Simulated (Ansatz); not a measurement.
`[SiH3][Se][GaH2]` + ethanol → `CC[O][GaH2]` + `[SiH3][SeH]` at 500 K and 1 bar (ligand exchange at a Ga–Se bond).

Calculated with Ansatz (gas phase, PBE0-D4/def2-TZVP geometries, no zero-point term in ΔE). CBS: MP2 limit from def2 TZ/QZ plus the TZ coupled-cluster correction, frozen cores. For Ga, Se outer-core shells are correlated without core-valence functions, which leaves a few kJ/mol of doubt a bond. Scalar relativity is left out up to krypton. Each species was taken in one conformer, which may not be the lowest.

```tsv
species	CCSD(T)/CBS energy (Eh)	H − E (kJ/mol)	S (J/(mol·K))
`[SiH3][Se][GaH2]`	-4616.77283	147.4	412.5
`CCO`	-154.88256	240.4	310.3
`CC[O][GaH2]`	-2079.43172	262.5	396.2
`[SiH3][SeH]`	-2692.20088	115.2	325.5
```

H − E and S are ideal-gas, rigid-rotor, harmonic terms from PBE0-D4/def2-TZVP, for one conformer and one mirror image of each species. 1 Eh = 2625.50 kJ/mol, R = 8.31446 J/(mol·K).

Question: By hand: ΔE, ΔH, ΔS and ΔG.

Answer: ΔE = (-2079.43172) + (-2692.20088) − (-4616.77283) − (-154.88256) = 0.02279 Eh = 59.8 kJ/mol. Δ(H − E) = 262.5 + 115.2 − 147.4 − 240.4 = -10.1, so ΔH = 49.7 kJ/mol. ΔS = 396.2 + 325.5 − 412.5 − 310.3 = -1.1 J/(mol·K). ΔG = 49.7 − 500 × (-1.1)/1000 = 50.2 kJ/mol.

Question: By hand: the equilibrium constant, and the temperature at which ΔG would vanish if ΔH and ΔS stayed fixed.

Answer: log₁₀ K = −ΔG/(RT ln 10) = -5.2. ΔH and −TΔS have one sign here, so there is no such temperature. One of them is within its doubt of zero, so this could turn.

The number of gas molecules stays the same, so ΔS is small and ΔH decides. A doubt of 5 kJ/mol in ΔE shifts log₁₀ K by 0.5 here. Other conformers and mirror images would add mixing entropy, several J/(mol·K) or more a flexible species. Modes under 60 cm⁻¹, often nearly free rotors, make the harmonic entropy too high. These are equilibria of isolated gas molecules and say nothing of rates. Largest T1 diagnostic: 0.014 (customary marks: 0.02 for closed shells, 0.045 for open ones).
